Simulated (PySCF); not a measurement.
Computed shifts of a molecule C₆H₁₈OSi₂, B3LYP/pcSseg-1 (PySCF), GIAO, gas phase, equivalent atoms averaged, in ppm (number of nuclei): ¹³C: 4.4 (6). ²⁹Si: 13.2 (2). ¹H: 0.40 (18). References: ¹³C against TMS (σ = 181.3 ppm); ²⁹Si against TMS (σ = 338.7 ppm); ¹⁷O against H2O (σ = 333.8 ppm); ¹H against TMS (σ = 31.68 ppm), references at their B3LYP-D3(BJ)/def2-TZVP geometries, non-relativistic. Coordinates come from a B3LYP-D3(BJ)/def2-SVP optimisation. One conformer was computed; it need not be the lowest.

### Question
Identify the compound among the candidates.
(A) C[SiH](C)CC[Si](C)(C)O
(B) C[Si](C)(C)C[Si](C)(C)O
(C) C[Si](C)(C)O[Si](C)(C)C
(D) CO[Si](C)(C)[Si](C)(C)C

### Answer
C, C[Si](C)(C)O[Si](C)(C)C
